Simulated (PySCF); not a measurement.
`C=C/C(C)=N/N=C\CC`, C7H12N2

Geometry (Å), atoms numbered from 1 in this order:
```xyz
21

C    -3.673    0.283    0.723
C    -2.691   -0.568    0.439
C    -1.455   -0.233   -0.238
C    -1.204    1.176   -0.705
N    -0.614   -1.183   -0.392
N     0.458   -1.223   -1.093
C     1.674   -1.137   -0.763
C     2.214   -0.744    0.581
C     3.110    0.490    0.479
H    -4.564   -0.040    1.233
H    -3.629    1.327    0.461
H    -2.775   -1.610    0.719
H    -1.987    1.490   -1.393
H    -1.197    1.858    0.144
H    -0.245    1.234   -1.216
H     2.390   -1.363   -1.542
H     1.382   -0.552    1.263
H     2.797   -1.579    0.980
H     3.942    0.301   -0.197
H     3.511    0.748    1.456
H     2.547    1.341    0.103
```

Level of theory: GIAO PBE/pcSseg-1 magnetisability, rotational g tensor and spin-rotation constants, non-relativistic, gas phase in PySCF 2.14.0. Geometry: GFN2-xTB.

(1) Give the nuclear spin-rotation constants along the inertial axes (H = +C I·J) beside the isotropic shieldings.

Answers

(1) Rotational constants 3.3943, 0.7671, 0.7199 GHz. A star marks the isotopologue with that one atom substituted, in its own axes.
| atom | isotope | Caa (kHz) | Cbb (kHz) | Ccc (kHz) | mean (kHz) | σ (ppm) |
| --- | --- | --- | --- | --- | --- | --- |
| N5 | 14N | 0.954 | 0.124 | 0.101 | 0.393 | -116.0 |
| N6 | 14N | 0.976 | 0.100 | 0.113 | 0.396 | -110.2 |
| H10 | 1H | 0.104 | -0.079 | -0.037 | -0.004 | 26.3 |
| H11 | 1H | -0.332 | 0.015 | -0.034 | -0.117 | 26.3 |
| H12 | 1H | -0.322 | 0.019 | -0.021 | -0.108 | 25.0 |
| H13 | 1H | -0.136 | -0.085 | -0.029 | -0.083 | 29.8 |
| H14 | 1H | -0.379 | 0.001 | -0.061 | -0.147 | 30.0 |
| H15 | 1H | -0.011 | -0.083 | -0.055 | -0.050 | 29.7 |
| H16 | 1H | 0.033 | -0.061 | -0.030 | -0.019 | 25.5 |
| H17 | 1H | -0.068 | -0.075 | -0.048 | -0.064 | 29.6 |
| H18 | 1H | -0.189 | -0.060 | -0.037 | -0.095 | 29.6 |
| H19 | 1H | -0.068 | -0.076 | -0.058 | -0.068 | 30.5 |
| H20 | 1H | -0.336 | -0.049 | -0.025 | -0.137 | 30.4 |
| H21 | 1H | -0.244 | -0.052 | -0.047 | -0.114 | 30.7 |
| C1 | 13C* | 1.108 | 0.223 | 0.193 | 0.508 | 66.9 |
| C2 | 13C* | 1.205 | 0.273 | 0.226 | 0.568 | 37.3 |
| C3 | 13C* | 1.227 | 0.242 | 0.205 | 0.558 | 51.4 |
| C4 | 13C* | 0.529 | 0.103 | 0.087 | 0.240 | 171.7 |
| C7 | 13C* | 1.266 | 0.195 | 0.225 | 0.562 | 55.6 |
| C8 | 13C* | 0.625 | 0.121 | 0.103 | 0.283 | 155.3 |
| C9 | 13C* | 0.488 | 0.105 | 0.103 | 0.232 | 168.5 |

For the geometry as given, no vibrational averaging.
